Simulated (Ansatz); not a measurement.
Reaction: H4BPO (SMILES B(O)P) → H3BPO (SMILES [O]BP, doublet) + H (doublet) (the H-O bond breaks)
Each species at its own B3LYP-D3(BJ)/def2-TZVP minimum (Ansatz, an electronic-structure program), one conformer.

Property: bond dissociation energy (electronic), in kcal/mol. Radicals and triplets start from unrestricted determinants; spin-orbit coupling is neglected. CBS(X,Y): correlation extrapolated as X^-3, Hartree-Fock from the larger set. A bracket is a step between two methods taken in the basis named. Functionals run without relativity, which enters their misses. Double hybrids freeze cores in their MP2 part. '+ core + X2C': CCSD(T) terms for core correlation (cc-pwCVTZ, 1s frozen past Ne) and scalar relativity (cc-pVTZ-DK). For partners of very few electrons the exact lower level stands in for a higher one. The UHF reference of H3BOP ([O]BP, doublet) is spin-contaminated (<S^2> up to 0.05 over the pure value in the sets run).

CCSD(T)/CBS(cc-pV(T+d)Z,cc-pV(Q+d)Z) + [CCSDT(Q) - CCSD(T)]/cc-pV(D+d)Z + core + X2C (Ansatz) gives 102.6 kcal/mol.

What does PBE/def2-TZVPD (Ansatz) give here, and how do the other levels compare?

PBE gives 91.4 kcal/mol, 11.2 kcal/mol below it. Differences of the others: r2SCAN/def2-TZVPD (Ansatz) -8.7; B3LYP/def2-TZVPD (Ansatz) -6.9; B2PLYP/def2-TZVPD (Ansatz) -4.6; CCSD(T)/CBS(cc-pV(T+d)Z,cc-pV(Q+d)Z) + core + X2C (Ansatz) 1.0 kcal/mol.
